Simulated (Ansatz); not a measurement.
Two structures of CH5ClZn, closed shell, reached by relaxing down either side of one saddle point (PBE0-D4/def2-TZVP). Energies are electronic, without zero-point energy. Program: Ansatz 0.2.0. Basis: def2-TZVPP and def2-QZVPP. Cores are frozen in the correlated methods. The 3s and 3p shells of Cu and Zn are frozen; filled d shells are correlated. Extrapolation: Hartree–Fock as exp(−7.88 √X), correlation as X^−2.97. First:

Zn1  (-1.061, -1.249, -1.295)
H2  (-0.192, -2.467, -1.023)
Cl3  (-2.307, 0.392, -1.726)
H4  (1.114, -0.340, 0.649)
C5  (0.710, 0.662, 0.806)
H6  (-0.285, 0.600, 1.245)
H7  (1.367, 1.204, 1.485)
H8  (0.653, 1.198, -0.142)
(Å)

Second:

| atom | x (Å) | y (Å) | z (Å) |
| --- | --- | --- | --- |
| Zn1 | -0.8469 | 0.3572 | -0.5367 |
| H2 | 0.1502 | -2.5052 | -0.8364 |
| Cl3 | -2.1816 | -0.5051 | -1.9262 |
| H4 | 0.7295 | -2.4761 | -0.3645 |
| C5 | 0.3588 | 1.1638 | 0.7289 |
| H6 | -0.1838 | 1.4852 | 1.6197 |
| H7 | 1.1254 | 0.4467 | 1.0277 |
| H8 | 0.8483 | 2.0335 | 0.2873 |

Problem. Which bonds change from the first to the second?

Solution. ZnHCl ([Cl][ZnH]) + CH₄ → CH₃ClZn ([CH3][Zn][Cl]) + H₂; bonds formed: Zn1–C5, H2–H4; bonds broken: Zn1–H2, H4–C5.

Problem. Give the saddle point's structure and its height above each. (To be estimated.)

Solution. Computed: 56.82 kcal/mol above the first and 48.13 kcal/mol above the second (CCSD(T) at an estimated basis limit (MP2 extrapolated from triple and quadruple zeta, plus CCSD(T) − MP2 in triple zeta)).
```xyz
8
angstrom
Zn -0.7652 -0.4608 -0.7845
H 0.3283 -1.7956 -0.4551
Cl -2.4631 -0.0742 -1.9636
H 0.5336 -0.8439 0.0841
C 0.4718 0.5908 0.6049
H -0.2574 0.9177 1.3504
H 1.3456 0.2215 1.1539
H 0.8063 1.4445 0.0100
```

T1 diagnostic: at most 0.014.

Labels in which every atom is bracketed show which atoms are joined, not bond orders.

For scale, one of the runs: CCSD(T)/def2-TZVPP, 207 basis functions, launched by `ansatz run in.yaml --threads 4 --pin off --events-out ev --progress --plain --max-ram 9574MiB`. Time: 69 s of wall clock on 4 CPU threads of an Intel Xeon; the host was shared. Peak host memory: 2.6 GiB.
